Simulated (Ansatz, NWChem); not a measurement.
From NWChem to Ansatz

This NWChem 7.3.0 job computes C2H2Cl2Si (SMILES C#C[SiH](Cl)Cl):

nw.xyz:
```
7
C2H2Cl2Si gradient
C      0.222100    -0.669300     1.881600
C      0.127700    -0.285200     0.743200
Si     0.012700     0.282700    -0.968900
Cl    -1.510600    -0.698400    -1.899200
Cl    -0.353700     2.286200    -0.986900
H      0.302500    -1.008200     2.889500
H      1.260700     0.024000    -1.705100
```

nw.nw:
```
start nw
title "C2H2Cl2Si gradient"
memory total 1800 mb
charge 0

geometry noautosym nocenter noautoz
load nw.xyz
end

basis spherical bse
* library def2-SVP
end

dft
xc pbe0
grid fine
convergence energy 1e-08
iterations 100
mulliken
noprint "final vectors analysis"
end

task dft gradient
```

```bash
$ nwchem nw.nw > nw.out
```

The shape is that of a PBE0-D4/def2-TZVP optimisation.

It gives a total energy of -1286.386228 Eh.

**Question.** Write the same calculation for Ansatz 0.2.0 as an input file of the program's own, asking for the energy.

**Answer.** This input was run:

run.yaml:
```yaml
basis:
  gaussian:
    orbitals: def2-SVP
crystal:
  periodic: [false, false, false]
  atoms:
    - {symbol: C, position_ang: [0.222100, -0.669300, 1.881600]}
    - {symbol: C, position_ang: [0.127700, -0.285200, 0.743200]}
    - {symbol: Si, position_ang: [0.012700, 0.282700, -0.968900]}
    - {symbol: Cl, position_ang: [-1.510600, -0.698400, -1.899200]}
    - {symbol: Cl, position_ang: [-0.353700, 2.286200, -0.986900]}
    - {symbol: H, position_ang: [0.302500, -1.008200, 2.889500]}
    - {symbol: H, position_ang: [1.260700, 0.024000, -1.705100]}
magnetization:
  spin_polarized: false
  initial_magnetization: 0
hamiltonian:
  xc: pbe0
accuracy: high
output: {orbitals: {seedname: orbitals}}
```

```bash
$ ansatz run run.yaml --threads 1 --pin off --max-ram 3480MiB --events-out events.jsonl --progress --plain --runs-dir runs
```

Its energy is -1286.386229 Eh, the same as the first but for the last digit, at most.
